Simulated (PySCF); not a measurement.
A calculated (LDA, PySCF 2.14, jorge-DZP-DKH, scalar relativity by spin-free X2C-1e) atom or ion has these occupied shells.

```tsv
shell	electrons	orbital energy (eV)	rms radius, mean of both spins (bohr)
1s α	1	-10938.9	0.0543
1s β	1	-10938.9	0.0543
2s α	1	-1377.6	0.228
2s β	1	-1377.6	0.228
2p α	3	-1207.1	0.203
2p β	3	-1207.0	0.203
3s α	1	-176.17	0.672
3s β	1	-176.12	0.672
3p α	3	-123.94	0.702
3p β	3	-123.88	0.702
3d α	5	-38.054	0.817
3d β	5	-37.951	0.817
4s α	1	-20.300	2.17
4s β	1	-19.582	2.17
4p α	1	-11.614	2.81
```

Name the element and its charge.

Ge⁺ (germanium, charge +1), in [Ar] 3d10 4s2 4p1, 2P determinant.
